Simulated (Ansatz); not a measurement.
`C=C[Si](O)(O)[SiH3]` + `C=CC1=C[SiH2]1` → `C=C[Si](O)(O)C=C` + `[SiH3]C1=C[SiH2]1`  (redistribution)

Calculated with Ansatz (gas phase, PBE0-D4/def2-TZVP geometries, no zero-point term in ΔE). CCSD(T)/CBS adds triple-zeta CCSD(T) − MP2 to the extrapolated MP2 energy (def2 sets, frozen cores). Functionals use def2-TZVPP. Each species was taken in one conformer, which may not be the lowest.

`C=C[Si](O)(O)[SiH3]`:

```xyz
14

C     0.570    1.653    1.725
C     0.056    0.460    1.432
Si    0.351   -0.406   -0.179
O     1.477    0.527   -0.944
O     0.871   -1.953    0.061
Si   -1.585   -0.660   -1.478
H     1.206    2.180    1.020
H     0.381    2.148    2.674
H    -0.580   -0.025    2.171
H     1.710    0.286   -1.841
H     1.593   -2.076    0.680
H    -1.267   -1.327   -2.773
H    -2.606   -1.478   -0.767
H    -2.177    0.672   -1.780
```

`C=CC1=C[SiH2]1`:

Cartesian coordinates in Å:
```
C -0.178 -2.029 0.463
C -0.759 -1.013 -0.171
C -0.200 0.315 -0.208
C -0.512 1.508 -0.728
Si 1.046 1.577 0.182
H 0.762 -1.890 0.987
H -0.619 -3.018 0.477
H -1.702 -1.167 -0.692
H -1.325 1.903 -1.325
H 1.133 2.193 1.529
H 2.354 1.621 -0.515
```

`C=C[Si](O)(O)C=C`:

Z-matrix (Å, degrees):
```
Si
C 1 1.852
O 1 1.648 2 104.5
O 1 1.647 2 111.9 3 -120.9
C 1 1.854 2 112.8 3 122.4
C 2 1.331 1 123.5 3 -7.9
H 2 1.089 1 118.3 3 172.3
H 3 0.958 1 117.2 2 163.1
H 4 0.959 1 116.8 2 57.8
C 5 1.331 1 122.8 2 -25.1
H 5 1.090 1 119.0 2 154.7
H 6 1.086 2 121.2 1 0.1
H 6 1.087 2 122.2 1 179.8
H 10 1.087 5 122.4 1 -179.6
H 10 1.087 5 121.5 1 0.7
```

`[SiH3]C1=C[SiH2]1`:

Z-matrix (Å, degrees):
```
Si
C 1 1.845
H 1 1.488 2 111.4
H 1 1.486 2 109.1 3 120.7
H 1 1.486 2 109.1 3 -120.7
C 2 1.336 1 139.4 3 -0.0
Si 2 1.828 1 153.3 3 -179.9
H 6 1.084 2 134.5 1 0.0
H 7 1.481 2 121.0 1 -75.6
H 7 1.481 2 121.0 1 75.5
```

CCSD(T)/CBS gives -8.9 kcal/mol.

Task: Another level gave -4.9 kcal/mol. Which?
A. CCSD/def2-TZVPP
B. B2PLYP/def2-TZVPP
C. PBE0-D4/def2-TZVPP
D. PBE/def2-TZVPP

Result: C. PBE0-D4 -4.9, CCSD/def2-TZVPP -9.3, PBE -2.9, B2PLYP -7.9 kcal/mol.

Largest T1 diagnostic among the species: 0.013.

In def2-TZVPP, CCSD(T) changes the Hartree–Fock value by +1.6 kcal/mol (the triples alone add +0.5 kcal/mol) and MP2 by +0.8 kcal/mol. From PBE to PBE0 (25 % exact exchange), in def2-TZVPP and without D4, ΔE moves by −1.8 kcal/mol.
